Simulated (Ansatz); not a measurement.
`C#[C][Ge]([CH3])([F])[F]` + H–F → `[CH3][Ge]([F])([F])[F]` + `C#C` at 298.15 K and 1 bar (ligand exchange at a Ge–C bond).

Computed with Ansatz on PBE0-D4/def2-TZVP structures; ΔE is electronic, products minus reactants. CBS: MP2 limit from def2 TZ/QZ plus the TZ coupled-cluster correction, frozen cores. This one scheme is used for every species. For Ge outer-core shells are correlated without core-valence functions, which leaves a few kJ/mol of doubt a bond. Scalar relativity is left out up to krypton.

```tsv
species	CCSD(T)/CBS energy (Eh)	H − E (kJ/mol)	S (J/(mol·K))
`C#[C][Ge]([CH3])([F])[F]`	-2392.29725	183.3	375.9
H–F	-100.39570	33.5	173.6
`[CH3][Ge]([F])([F])[F]`	-2415.48494	136.1	337.5
`C#C`	-77.22717	80.8	200.2
```

H − E and S are ideal-gas, rigid-rotor, harmonic terms from PBE0-D4/def2-TZVP. 1 Eh = 2625.50 kJ/mol, R = 8.31446 J/(mol·K).

Task: By hand: ΔE, ΔH, ΔS and ΔG.

Result: ΔE = (-2415.48494) + (-77.22717) − (-2392.29725) − (-100.39570) = -0.01916 Eh = -50.3 kJ/mol. Δ(H − E) = 136.1 + 80.8 − 183.3 − 33.5 = 0.1, so ΔH = -50.2 kJ/mol. ΔS = 337.5 + 200.2 − 375.9 − 173.6 = -11.8 J/(mol·K). ΔG = -50.2 − 298.15 × (-11.8)/1000 = -46.7 kJ/mol.

Task: By hand: the equilibrium constant, and the temperature at which ΔG would vanish if ΔH and ΔS stayed fixed.

Result: log₁₀ K = −ΔG/(RT ln 10) = 8.2. ΔG = 0 at ΔH/ΔS = 4254 K, far beyond where these terms or the molecules hold.

The number of gas molecules stays the same, so ΔS is small and ΔH decides. A doubt of 5 kJ/mol in ΔE shifts log₁₀ K by 0.9 here. These are equilibria of isolated gas molecules and say nothing of rates. Largest T1 diagnostic: 0.013 (customary marks: 0.02 for closed shells, 0.045 for open ones).
